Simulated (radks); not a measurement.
Species: neutral tin. Configuration: [Kr] 4d10 5s2 5p2 (the NIST ground configuration). All-electron calculation, scalar-relativistic Kohn-Sham, PBE, spin-polarised, spherical densities, finite nucleus; open shells are filled with parallel spins first (spin-orbit coupling, left out, can overturn this in heavy ions); Fermi nuclear charge, rms radius 4.6519 fm; hard spherical wall at 4 bohr. Program: a radial shooting solver on a logarithmic mesh with Libxc functionals.

Radial electron density D(r) = 4 pi r^2 rho(r):

r (bohr)  D(r) (e/bohr)   spin D(r)
0.001143          1.983  -0.0000194
0.00131           2.512  -0.0000244
0.001489          3.132  -0.0000302
0.001706          3.948  -0.0000376
0.001939          4.894  -0.0000460
0.002221          6.129  -0.0000566
0.002525          7.545  -0.0000682
0.002892          9.367  -0.0000820
0.003287          11.43  -0.0000961
0.003736          13.86   -0.000110
0.00428           16.91   -0.000124
0.004865          20.24   -0.000132
0.005574          24.29   -0.000131
0.006335          28.57   -0.000112
0.007258          33.56  -0.0000606
0.008249          38.59   0.0000358
0.00945           44.11    0.000219
0.01074           49.27    0.000508
0.01221           54.13    0.000963
0.01399           58.61     0.00171
0.0159            61.86     0.00276
0.01821           63.98     0.00439
0.0207            64.52     0.00655
0.02371           63.59     0.00968
0.02695           61.58      0.0136
0.03088           58.89      0.0188
0.03509           56.69      0.0246
0.03989           55.75      0.0311
0.0457            57.03      0.0379
0.05194           60.74      0.0432
0.0595            66.97      0.0462
0.06763           73.74      0.0448
0.07748           79.84      0.0375
0.08806           82.55      0.0253
0.1009            80.84     0.00876
0.1147            75.13    -0.00569
0.1303            67.31     -0.0130
0.1493            60.00    -0.00671
0.1697            56.93      0.0144
0.1944            58.81      0.0476
0.221             63.60      0.0762
0.2532            67.66      0.0871
0.2877            66.52      0.0704
0.3297            58.32      0.0324
0.3747            45.93     0.00232
0.4258            33.21     0.00646
0.4879            23.79      0.0618
0.5545            20.50       0.142
0.6353            21.39       0.206
0.722             23.20       0.196
0.8272            23.25       0.106
0.9402            20.73    -0.00544
1.077             16.30     -0.0580
1.224             11.94      0.0262
1.391             8.444       0.260
1.594             5.994       0.626
1.812             4.642       0.992
2.076             3.737        1.28
2.359             2.992        1.33
2.703             2.086        1.09
3.072             1.153       0.660
3.519            0.3257       0.197

D(r) has 4 maxima, at r = 0.0204, 0.0902, 0.263, 0.776 bohr, and minima at 0.0399, 0.172, 0.568 bohr, inside which lie 1.99, 11.15, 28.94 electrons.
